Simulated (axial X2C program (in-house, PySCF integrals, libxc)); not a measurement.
# Curves of TiBr⁺ from open-shell CI on d2 s0 p(π)0

Calculated with an axial X2C code built on PySCF integrals: two-component X2C with atomic mean-field Coulomb and Gaunt terms, basis Ti dyall-v4z, Br dyall-v4z (cores contracted in-house). Orbitals come from Hartree–Fock averaged over the configuration Ti d2 s0 p(π)0; CI then distributes these electrons over the d, s, p(π) shells of Ti.

Scan along the bond; masses Ti 47.948 u, Br 78.918 u. Energies in cm⁻¹ from the lowest point; levels are followed by energy order within each Ω. Lowest level at 2.398 Å: 100% d2.

```json
{"R (Å)": "2.230", "(1)Ω=2": "2088", "(1)Ω=3": "2323", "(1)Ω=4": "2561", "(1)Ω=1": "3083", "(1)Ω=0": "3649"}
{"R (Å)": "2.314", "(1)Ω=2": "499", "(1)Ω=3": "729", "(1)Ω=4": "959", "(1)Ω=1": "1786", "(1)Ω=0": "2013"}
{"R (Å)": "2.398", "(1)Ω=2": "0", "(1)Ω=3": "221", "(1)Ω=4": "444", "(1)Ω=1": "1415", "(1)Ω=0": "1448"}
{"R (Å)": "2.494", "(1)Ω=2": "401", "(1)Ω=3": "614", "(1)Ω=4": "828", "(1)Ω=1": "1802", "(1)Ω=0": "1770"}
{"R (Å)": "2.590", "(1)Ω=2": "1536", "(1)Ω=3": "1742", "(1)Ω=4": "1949", "(1)Ω=1": "2862", "(1)Ω=0": "2822"}
{"R (Å)": "2.698", "(1)Ω=2": "3404", "(1)Ω=3": "3602", "(1)Ω=4": "3802", "(1)Ω=1": "4640", "(1)Ω=0": "4597"}
{"R (Å)": "2.830", "(1)Ω=2": "6209", "(1)Ω=3": "6399", "(1)Ω=4": "6591", "(1)Ω=1": "7337", "(1)Ω=0": "7291"}
```

(1) Fit the curves (1)Ω=2, (1)Ω=3, (1)Ω=4, (1)Ω=0 near their minima.

The 5 lowest curves are shown; the next is (2)Ω=1, from 1508 cm⁻¹.

Dynamic correlation is missing, so gaps between terms are too wide and other configurations may lie lower; the lowest level listed is that of this model, not necessarily the ground state. For d shells the ligand-field splittings (σ, π, δ) and their order can be off by a thousand cm⁻¹ or more. At most 6 roots were kept for each Ω > 0 (twice that for Ω = 0) within 3.2 eV of the lowest, so higher up levels can be missing between those listed; levels with Ω > 0 are doubly degenerate and listed once, Ω = 0 levels singly. Some active spinors are only partly of the character that their shell is named for, so the shell names and counts are nominal. States that fill the shells left empty in the average are placed too high.

## Answers

(1) From the open-shell CI curves, Te from the lowest:

```json
{"level": "(1)Ω=2", "Te (cm⁻¹)": "0", "Re (Å)": "2.404", "ωe (cm⁻¹)": "353.8"}
{"level": "(1)Ω=3", "Te (cm⁻¹)": "221", "Re (Å)": "2.405", "ωe (cm⁻¹)": "353.5"}
{"level": "(1)Ω=4", "Te (cm⁻¹)": "443", "Re (Å)": "2.406", "ωe (cm⁻¹)": "353.1"}
{"level": "(1)Ω=0", "Te (cm⁻¹)": "1440", "Re (Å)": "2.411", "ωe (cm⁻¹)": "348.2"}
```

Without dynamic correlation distances can be off by several hundredths of an Å (long for ionic bonds, short for multiple bonds) and the wavenumbers are rough.
